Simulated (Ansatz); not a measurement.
In(H)(Br)(Me) (CH₄BrIn), SMILES [CH3][InH][Br].

Geometry: PBE0-D3(BJ)/def2-SVP. The structure was generated by enumeration; whether it is a known compound was not checked. The def2 effective core potentials stand for the cores of In; spin–orbit coupling is left out.

Two levels are set side by side: PBE/def2-SVPD (Ansatz, a program for electronic structure) and PBE0/def2-SVPD (Ansatz). Energy differences of separate SCF runs at the same geometry; the states with an electron removed or added have multiplicity 2 and 2. Differences are taken from unrounded values.

```csv
quantity,PBE0
vertical ionisation energy (eV),9.66
vertical singlet–triplet gap (eV),4.56
```

Problem. What does PBE give, and how far is it from PBE0? (An estimate is asked for; the answer gives what the named calculation found.)

Solution. 
```json
[
 {"quantity": "vertical ionisation energy (eV)", "PBE": "9.35", "PBE minus PBE0": "-0.31"},
 {"quantity": "vertical singlet–triplet gap (eV)", "PBE": "4.23", "PBE minus PBE0": "-0.34"}
]
```
